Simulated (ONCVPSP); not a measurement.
Ranking ONCV potentials for Si

All share these settings but for the change named:

- Element: silicon
- Generator: ONCVPSP 4.0.1
- Type: optimised norm-conserving Vanderbilt (ONCV)
- Functional: PW91
- Relativity: scalar-relativistic
- Frozen core: [Ne]
- Valence charge: 4
- Reference configuration: 3s2 3p2
- Partial waves: 3s: rc 1.85 bohr, ncon 4, nbas 8, qcut 3.5 1/bohr, local; 3p: rc 2.35 bohr, ncon 3, nbas 6, qcut 2.9 1/bohr, 2 projectors, debl 2.7 Ha; d scattering state at 0.13 Ha: rc 2.05 bohr, ncon 4, nbas 8, qcut 5.3 1/bohr, 2 projectors, debl 2.9 Ha
- Local potential: the s channel
- Core correction: Teter function, fcfact 4.5, rcfact 1.05

Test errors are all-electron minus pseudo excitation energies from the reference, over 3s2 3p1; 3s2 3p0; 3s1 3p0; 3s2 3p1.5. None of these files shows a bound ghost.

The base gives 79.2 meV.

Of 10 variants that were run, those that failed, showed a ghost or another fault, or gave nearly equal values are left out.

A variant can come out equal or close to the base, since the largest error may sit in a test that the change hardly touches while other tests move.

**Question.** Rank these variants by their largest absolute test error, smallest first.
A. core correction polynomial model core, fcfact 0.2
B. s: qcut 2.2; p: qcut 1.8; d: qcut 3.3
C. p: qcut 3.5
D. core correction Teter function, fcfact 6.9, rcfact 1.05
E. all radii but the core radius scaled by about 1.24 (s 2.30, p 2.92, d 2.54 bohr)

**Answer.** A (53.6 meV), C (74.6 meV), D (85.2 meV), E (114.0 meV), B (141.2 meV).
